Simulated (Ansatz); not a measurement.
Geometry optimisation, RKS PBE0-D4/6-31G* (Ansatz).

Input:

```yaml
crystal:
  periodic: [false, false, false]
  atoms:
    - { symbol: F, position_ang: [-2.36964, -0.0866, 0.28763] }
    - { symbol: B, position_ang: [-1.24187, 0.27, 0.88124] }
    - { symbol: C, position_ang: [-0.06617, 0.79416, 0.01689] }
    - { symbol: Si, position_ang: [0.96683, -0.69447, -0.60937] }
    - { symbol: H, position_ang: [-1.20355, 0.10773, 2.04619] }
    - { symbol: H, position_ang: [0.60638, 1.45184, 0.56343] }
    - { symbol: H, position_ang: [-0.41358, 1.32577, -0.86814] }
    - { symbol: H, position_ang: [0.12485, -1.63074, -1.35453] }
    - { symbol: H, position_ang: [2.00901, -0.15675, -1.4895] }
    - { symbol: H, position_ang: [1.58773, -1.38094, 0.52617] }
basis:
  gaussian: { orbitals: "6-31G*" }
hamiltonian:
  xc: pbe0
  dispersion: d4
relax:
  f_tol: 0.015
  max_steps: 40
```

Run as:

```bash
$ ansatz run input.yaml --threads 1 --pin off --max-ram 2048MiB --backend cpu --events-out ev --progress --plain --runs-dir out
```

Question: Where does it end, and by what steps?

Answer: It converged. After 9 steps the energy has fallen by 0.044 eV; H9 moved furthest, 0.10 Å.

```csv
step,energy less start (eV),largest force component (eV/Å),accepted
0,0.0000,0.866,yes
1,-0.0380,0.223,yes
2,-0.0417,0.079,yes
3,-0.0413,0.136,no
4,-0.0423,0.026,yes
5,-0.0429,0.019,yes
6,-0.0433,0.018,yes
7,-0.0216,0.653,no
8,-0.0435,0.035,yes
9,-0.0435,0.007,yes
```

```xyz
10
Properties=species:S:1:pos:R:3
F -2.422 -0.030 0.348
B -1.240 0.267 0.882
C -0.092 0.792 -0.017
Si 0.969 -0.664 -0.604
H -1.118 0.059 2.060
H 0.581 1.458 0.536
H -0.463 1.305 -0.912
H 0.152 -1.613 -1.410
H 2.097 -0.173 -1.444
H 1.534 -1.401 0.561
```

The run took 77 s on 1 thread of AMD EPYC (Zen 3) (shared host), peak memory 0.16 GiB.
